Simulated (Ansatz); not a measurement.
A run for Ansatz (a quantum-chemistry and plane-wave program): U-B3LYP/cc-pVTZ on GaAs, 2S+1 = 3, a point of a bond scan (R = 1.883 Å).

Ansatz 0.2 input:
```yaml
crystal:
  periodic: [false, false, false]
  atoms:
    - {symbol: Ga, position_ang: [-0.00000000, -0.00000000, -1.21392672]}
    - {symbol: As, position_ang: [0.00000000, 0.00000000, 0.66949898]}
basis:
  gaussian:
    orbitals: cc-pVTZ
hamiltonian:
  xc: {name: B3LYP}
magnetization: {spin_polarized: true, initial_magnetization: 2}
```

Program output:

```
WARN ansatz: RAYON_NUM_THREADS=1 ignored (pool sized by the plan → 1); use --threads N
Functional definition: B3LYP
integrals: 0.03 GiB planned
576 factors; integrals over basis functions are off by at most 9.6e-4 eV
mean field: 0.47 GiB planned
mean field evaluation 1: about -113219.5195 eV, gradient 1.5e1 eV
mean field evaluation 2: about -113217.5965 eV, gradient 2.2e1 eV
mean field evaluation 4: about -113220.6393 eV, gradient 5.9e-1 eV
mean field evaluation 8: about -113220.6495 eV, gradient 1.7e-2 eV
mean field evaluation 16: about -113220.6495 eV, gradient 6.5e-5 eV
mean field -113220.64952374 eV, -4160.7821262847 hartree, gradient 6.5e-5 eV, S^2 2.003575; 2 other end points of the search recorded, 0 dependent functions left out
reference -113220.64969630 eV, -4160.7821326263 hartree; 33, 31 occupied and 53, 55 virtual orbitals, 576 factors
Total energy: -113220.64969630 eV, -4160.7821326263 hartree
```

The calculation finished and met its thresholds.

Cost: about 4 core-seconds (a rough figure).
